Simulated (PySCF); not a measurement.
# Platinum: a sound run and one with changed settings

Sound run: Pt [Xe] 4f14 5d9 6s1, Pt⁺ [Xe] 4f14 5d9. All numbers are calculated (PySCF 2.14, scalar relativity through the core potential, in cc-pVDZ-PP with ECP60MDF). The sound run starts from symmetry-adapted Hartree-Fock orbitals and uses a fine grid where one is needed.

A second run was set up differently.

| species | method | sound run (hartree) | changed run (hartree) | converged |
| --- | --- | --- | --- | --- |
| Pt | UHF | -118.51262 | -118.51262 | yes |
| Pt | BP86 | -119.50644 | -120.35510 | yes |
| Pt | r2SCAN | -119.41478 | -120.56391 | yes |
| Pt⁺ | UHF | -118.23418 | -118.23418 | yes |
| Pt⁺ | BP86 | -119.15686 | -119.93024 | yes |
| Pt⁺ | r2SCAN | -119.07606 | -120.12959 | yes |

Ionisation energy of Pt:

```csv
method,sound run (eV),changed run (eV)
UHF,7.577,7.577
BP86,9.513,11.561
r2SCAN,9.217,11.819
```

**Question.** What was changed?
A. basis contracted for another Hamiltonian
B. level shift left on
C. a valence shell is frozen
D. radial grid too coarse

**Answer.** D. It used radial step 0.8 in ln r (0.13 in the sound run). A coarse radial grid mis-integrates the density and the exchange-correlation energy, with errors of either sign; Hartree-Fock needs no grid.
